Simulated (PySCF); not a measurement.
Molfile (atoms numbered from 1):
```
C4H9B
     RDKit          3D

 14 13  0  0  0  0  0  0  0  0999 V2000
    2.7602    0.5303    0.3500 C   0  0  0  0  0  0  0  0  0  0  0  0
    1.7016   -0.1009   -0.1875 C   0  0  0  0  0  0  0  0  0  0  0  0
    0.2511    0.2642    0.2214 B   0  0  0  0  0  0  0  0  0  0  0  0
   -0.9932   -0.4706   -0.3802 C   0  0  0  0  0  0  0  0  0  0  0  0
   -2.3735    0.0940   -0.0728 C   0  0  0  0  0  0  0  0  0  0  0  0
    3.7962    0.2999    0.0748 H   0  0  0  0  0  0  0  0  0  0  0  0
    2.6188    1.3184    1.0983 H   0  0  0  0  0  0  0  0  0  0  0  0
    1.8999   -0.8815   -0.9352 H   0  0  0  0  0  0  0  0  0  0  0  0
    0.1153    1.1319    1.0647 H   0  0  0  0  0  0  0  0  0  0  0  0
   -0.8443   -0.6066   -1.4685 H   0  0  0  0  0  0  0  0  0  0  0  0
   -0.9029   -1.5075    0.0121 H   0  0  0  0  0  0  0  0  0  0  0  0
   -2.4893    1.1093   -0.4838 H   0  0  0  0  0  0  0  0  0  0  0  0
   -2.5404    0.1693    1.0132 H   0  0  0  0  0  0  0  0  0  0  0  0
   -3.1843   -0.5231   -0.4909 H   0  0  0  0  0  0  0  0  0  0  0  0
  1  2  2  0
  2  3  1  0
  3  4  1  0
  4  5  1  0
  1  6  1  0
  1  7  1  0
  2  8  1  0
  3  9  1  0
  4 10  1  0
  4 11  1  0
  5 12  1  0
  5 13  1  0
  5 14  1  0
M  END
```

Geometry: PBE0-D3(BJ)/def2-SVP; GIAO shifts from PySCF 2.14.0 with density-fitted response routines, gas phase, non-relativistic, averaged over equivalent atoms.

At KT3/pcSseg-1 (130 basis functions, 11 s wall time on 1 thread of an Arm Neoverse V2, shared host):
```json
{"atoms": "C1", "δ (ppm)": "146.3"}
{"atoms": "C2", "δ (ppm)": "139.7"}
{"atoms": "C4", "δ (ppm)": "26.3"}
{"atoms": "C5", "δ (ppm)": "14.7"}
{"atoms": "B3", "δ (ppm)": "70.4"}
{"atoms": "H6", "δ (ppm)": "6.66"}
{"atoms": "H8", "δ (ppm)": "6.64"}
{"atoms": "H9", "δ (ppm)": "6.41"}
{"atoms": "H7", "δ (ppm)": "6.35"}
{"atoms": "H10/H11", "δ (ppm)": "1.44"}
{"atoms": "H12/H13/H14", "δ (ppm)": "1.22"}
```

Scale: ¹³C (182.31 ppm) and ¹H (31.32 ppm) against TMS; BF3·OEt2 for ¹¹B (100.51 ppm) (reference shieldings calculated alike).

Problem. Predict the values at KT2/pcSseg-1 on the same geometry.

Solution. 
```json
{"atoms": "C1", "δ at KT2/pcSseg-1": "149.3", "change": "+3.0"}
{"atoms": "C2", "δ at KT2/pcSseg-1": "142.7", "change": "+3.0"}
{"atoms": "C4", "δ at KT2/pcSseg-1": "27.3", "change": "+1.0"}
{"atoms": "C5", "δ at KT2/pcSseg-1": "13.7", "change": "-1.0"}
{"atoms": "B3", "δ at KT2/pcSseg-1": "73.0", "change": "+2.6"}
{"atoms": "H6", "δ at KT2/pcSseg-1": "6.72", "change": "+0.06"}
{"atoms": "H8", "δ at KT2/pcSseg-1": "6.71", "change": "+0.07"}
{"atoms": "H9", "δ at KT2/pcSseg-1": "6.60", "change": "+0.19"}
{"atoms": "H7", "δ at KT2/pcSseg-1": "6.36", "change": "+0.01"}
{"atoms": "H10/H11", "δ at KT2/pcSseg-1": "1.46", "change": "+0.02"}
{"atoms": "H12/H13/H14", "δ at KT2/pcSseg-1": "1.21", "change": "-0.01"}
```

Scale: ¹³C (σ = 183.22 ppm), ¹H (σ = 31.18 ppm) against TMS; ¹¹B (σ = 99.90 ppm) vs BF3·OEt2 (reference shieldings calculated alike).

The largest change is at C2 (alkene CH). Cost: 130 basis functions, 11 s wall time on 1 thread of an Arm Neoverse V2, shared host. The order of the carbon signals is the same at both levels.

A carbon bonded to boron is broadened by the quadrupolar boron nucleus and is often missing from a measured spectrum.
